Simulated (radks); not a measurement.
All-electron atom: Ru XIII in [Ar] 3d10 4s2 4p2. Calculated with a radial shooting solver on a logarithmic mesh with Libxc functionals: scalar-relativistic Kohn-Sham, exchange-only LDA, spin-polarised, spherical densities, point nucleus; open shells are filled with parallel spins first (spin-orbit coupling, left out, can overturn this in heavy ions).

Radial electron density D(r) = 4 pi r^2 rho(r):

r (bohr),D(r) (e/bohr),spin D(r)
0.001142,1.244,-0.0000377
0.001463,1.934,-0.0000571
0.00189,3.024,-0.0000855
0.002422,4.616,-0.000121
0.003104,6.952,-0.000160
0.004009,10.42,-0.000180
0.005138,15.10,-0.000115
0.006584,21.27,0.000194
0.008505,29.18,0.00118
0.0109,37.87,0.00368
0.01397,46.42,0.00956
0.01804,53.22,0.0229
0.02312,55.88,0.0493
0.02963,53.97,0.0976
0.03827,49.40,0.178
0.04904,47.53,0.282
0.06284,52.77,0.375
0.08118,63.69,0.382
0.104,69.62,0.238
0.1333,62.58,0.0272
0.1722,48.47,0.0445
0.2207,44.60,0.481
0.2828,51.63,0.891
0.3653,50.77,0.550
0.4681,33.96,-0.00825
0.5998,16.40,0.710
0.7748,8.865,2.45
0.9929,5.940,2.74
1.272,2.549,1.38
1.644,0.4700,0.284
2.106,0.03410,0.0227
2.699,0.0007535,0.000555

D(r) has 3 maxima, at r = 0.0235, 0.104, 0.319 bohr, and minima at 0.0471, 0.207 bohr, inside which lie 2.03, 11.11 electrons.
